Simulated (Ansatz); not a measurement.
`C[SiH](C)[SiH3]` → `C[SiH2]C` + `[SiH2]`  (silylene loss)

Computed with Ansatz on PBE0-D4/def2-TZVP structures; ΔE is electronic, products minus reactants. CBS: MP2 limit from def2 TZ/QZ plus the TZ coupled-cluster correction, frozen cores. This one scheme is used for every species. DFT in def2-TZVPP. B3LYP here is the variant with VWN-RPA as its local correlation; programs differ in this. HSE06 is defined as in plane-wave codes.

```tsv
level	ΔE (eV)	difference from CCSD(T)/CBS
PBE-D4	2.60	0.17
revPBE-D4	2.54	0.11
BLYP-D4	2.33	-0.10
r2SCAN-D4	2.68	0.25
B97M-V	2.43	0.00
PBE0-D4	2.65	0.22
B3LYP-D4	2.41	-0.02
r2SCANh-D4	2.68	0.25
r2SCAN0-D4	2.68	0.25
HSE06-D4	2.65	0.22
BHLYP-D4	2.46	0.03
CAM-B3LYP-D4	2.44	0.01
ωB97X-V	2.55	0.12
ωB97M-V	2.35	-0.08
B2PLYP	2.35	-0.08
PBE-QIDH	2.62	0.19
PBE	2.50	0.07
BLYP	2.14	-0.29
r2SCAN	2.66	0.23
B3LYP	2.25	-0.18
r2SCAN0	2.65	0.22
HSE06	2.56	0.13
BHLYP	2.32	-0.11
CAM-B3LYP	2.35	-0.08
LC-ωPBE	2.64	0.21
RPA@PBE/def2-TZVPP	2.17	-0.26
HF/def2-SVP	2.10	-0.33
MP2/def2-SVP	2.44	0.01
CCSD/def2-SVP	2.22	-0.21
CCSD(T)/def2-SVP	2.26	-0.17
HF/def2-TZVPP	2.13	-0.30
MP2/def2-TZVPP	2.52	0.09
SCS-MP2/def2-TZVPP	2.38	-0.05
CCSD/def2-TZVPP	2.30	-0.13
CCSD(T)/def2-TZVPP	2.36	-0.07
HF/def2-QZVPP	2.13	-0.30
MP2/def2-QZVPP	2.56	0.13
HF/CBS(def2)	2.13	-0.30
MP2/CBS(def2)	2.59	0.16
CCSD/CBS(def2)	2.37	-0.06
CCSD(T)/CBS	2.43	0
```

Q: What do rigid-rotor, harmonic-oscillator terms from PBE0-D4/def2-TZVP frequencies (298.15 K, 1 bar) make of the CCSD(T)/CBS value? (Estimate.)

A: Computed: ΔZPE = -0.14 eV, ΔH = +2.32 eV, ΔS = 139 J/(mol·K), ΔG = +1.89 eV.

Largest T1 diagnostic among the species: 0.014.

At CCSD(T), def2-SVP lies −0.17 eV from the extrapolated value and def2-TZVPP −0.07 eV. From BLYP to BHLYP (50 % exact exchange), in def2-TZVPP and without D4, ΔE moves by +0.19 eV.

CCSD(T)/CBS has its own doubt, a few kJ/mol and more with outer-core shells, so smaller differences from it don't rank the levels.
